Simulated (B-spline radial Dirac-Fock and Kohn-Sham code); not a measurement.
# Ionisation energies of thulium ions, computed and tabulated

These are calculated numbers from a B-spline atomic structure program; the model is multi-electron Dirac-Fock with separately optimised hole states, Breit and Lamb-shift corrections added in first order. Each value is the difference of the configuration-average energies of two neighbouring ions in their tabulated ground configurations. The model has no electron correlation. NIST's values refer to the lowest levels; many for high charge states are themselves semi-empirical or theoretical. Where a p, d or f shell is open in either ion the computed value averages over both j values and all terms, while the table refers to the lowest levels; that difference holds spin-orbit splitting (largest in heavy or highly charged ions), term energies where several electrons share open shells, and correlation, and it can reach 10 % or more.

| ion | configuration | computed (eV) | NIST (eV) | kind | NIST − computed (eV) |
| --- | --- | --- | --- | --- | --- |
| Tm²⁰⁺ | [Kr] 4d10 4f3 | 521.9 | 530 ± 30 | theoretical | +8.10 |
| Tm²¹⁺ | [Kr] 4d10 4f2 | 564.1 | 570 ± 30 | theoretical | +5.90 |
| Tm²²⁺ | [Kr] 4d10 4f1 | 607.5 | 603 ± 6 | theoretical | -4.46 |
| Tm²³⁺ | [Kr] 4d10 | 829.3 | 825 ± 4 | theoretical | -4.28 |
| Tm²⁴⁺ | [Kr] 4d9 | 873.1 | 866 ± 4 | theoretical | -7.13 |
| Tm²⁵⁺ | [Kr] 4d8 | 917.6 | 911 ± 4 | theoretical | -6.63 |
| Tm²⁶⁺ | [Kr] 4d7 | 962.8 | 958 ± 4 | theoretical | -4.78 |
| Tm²⁷⁺ | [Kr] 4d6 | 1008.6 | 1004 ± 4 | theoretical | -4.57 |
| Tm²⁸⁺ | [Kr] 4d5 | 1055.0 | 1050 ± 4 | theoretical | -5.00 |
| Tm²⁹⁺ | [Kr] 4d4 | 1102.1 | 1110 ± 4 | theoretical | +7.93 |
| Tm³⁰⁺ | [Kr] 4d3 | 1149.8 | 1157 ± 4 | theoretical | +7.23 |
| Tm³¹⁺ | [Kr] 4d2 | 1198.1 | 1207 ± 4 | theoretical | +8.88 |
| Tm³²⁺ | [Kr] 4d1 | 1247.1 | 1255 ± 4 | theoretical | +7.91 |
| Tm³³⁺ | [Ar] 3d10 4s2 4p6 | 1463.3 | 1442 ± 5 | theoretical | -21.30 |
| Tm³⁴⁺ | [Ar] 3d10 4s2 4p5 | 1512.8 | 1490 ± 5 | theoretical | -22.79 |
| Tm³⁵⁺ | [Ar] 3d10 4s2 4p4 | 1562.8 | 1542 ± 5 | theoretical | -20.76 |

Q: Where in this range is the largest relative jump, and why?

A: From Tm²²⁺ (607.5 eV) to Tm²³⁺ (829.3 eV), a factor of 1.37. The configuration goes from [Kr] 4d10 4f1 to [Kr] 4d10, so the next electron comes out of a deeper subshell.
